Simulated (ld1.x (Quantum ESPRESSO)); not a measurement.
**palladium (Pd): TM pseudisation with PBEsol, scalar-relativistic reference atom.**

palladium, norm-conserving Troullier–Martins (Kleinman–Bylander form), made with ld1.x (Quantum ESPRESSO) 7.5 (PBEsol, scalar-relativistic). Core [Ar] 3d10 4s2, reference 4p6 4d9.5 5s0 5p0 (charge +0.5). Waves: 5s (bound, empty): rc 1.10 bohr; 4p (bound): rc 1.35 bohr; 4d (bound): rc 1.70 bohr. Local part: the d channel. Core correction: none.

All-electron outer shells of the reference configuration (PBEsol, scalar-relativistic, ld1.x):

```csv
shell,level (eV),outermost node (bohr),outermost maximum (bohr)
4s,-90.55,0.45,0.85
4p,-56.42,0.46,0.91
4d,-9.01,0.45,1.10
5s,-6.93,1.15,2.54
5p,-2.86,1.30,3.48
```

Calculated quality:

- Cutoffs needed: 70 Ry and 120 Ry (the cutoffs (Ry, on a coarse ladder) from which the occupation-weighted sum of valence levels, in a spherical-Bessel basis at the reference potential, stays within 10 and 1 mRy of its value at 400 Ry)
- Ghost test: ghost states, extra bound levels that the all-electron valence spectrum of the same l lacks: s at -173.4 eV, s at -25.9 eV; a true bound ghost makes a file unfit for plane-wave use (spherical-Bessel basis up to 400 Ry, 20 bohr box)
- Largest excitation error: -64 meV (all-electron minus pseudo) for 4p6 4d6 5s0 5p0, out of 7 test configurations

Generation and tests took about 1.7 s on one core of a shared server CPU.
